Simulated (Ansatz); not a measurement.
C₃H₆AlN, relaxed with RKS PBE-D4/def2-SVP in Ansatz from a rough embedded geometry. The force threshold is 0.03 eV/Å; the program also tests the step.

Charge 0, multiplicity 1. The bonds changed during the relaxation, so this is another structure than the one it started from.

Start:

```xyz
11

C    -0.208   -1.392   -0.308
C     0.269    0.043   -0.159
Al   -0.260    1.123    1.395
C     0.538    0.784   -1.241
N     1.579    0.204   -0.526
H    -1.350   -1.353   -0.480
H     0.028   -1.981    0.541
H     0.210   -1.822   -1.249
H    -1.254    0.507    2.563
H     0.297    2.609    1.621
H     0.152    1.276   -2.157
```

(1) By how much does the energy fall, and how many steps does the optimiser take? (An estimate is asked.)

(2) Which bonds change most? (An estimate is asked.)

(3) Give the relaxed structure. (Best estimate.)

Answers

(1) The calculation gave: 48.46 kcal/mol, in 30 steps, 5 of them rejected.

(2) The calculation gave: Al3–N5 from 2.814 to 2.049 Å; C4–N5 from 1.390 to 1.288 Å; C2–C4 from 1.339 to 1.439 Å; Al3–H9 from 1.653 to 1.601 Å.

(3) The calculation gave: 
```xyz
11

C    -0.497   -1.403   -0.438
C    -0.329    0.084   -0.285
Al   -0.031    1.137    1.395
C     0.642    0.765   -1.098
N     1.389    0.835   -0.051
H    -1.481   -1.558   -0.939
H    -0.559   -1.916    0.543
H     0.277   -1.898   -1.061
H     0.119    0.289    2.745
H    -0.391    2.691    1.351
H     0.861    0.974   -2.164
```
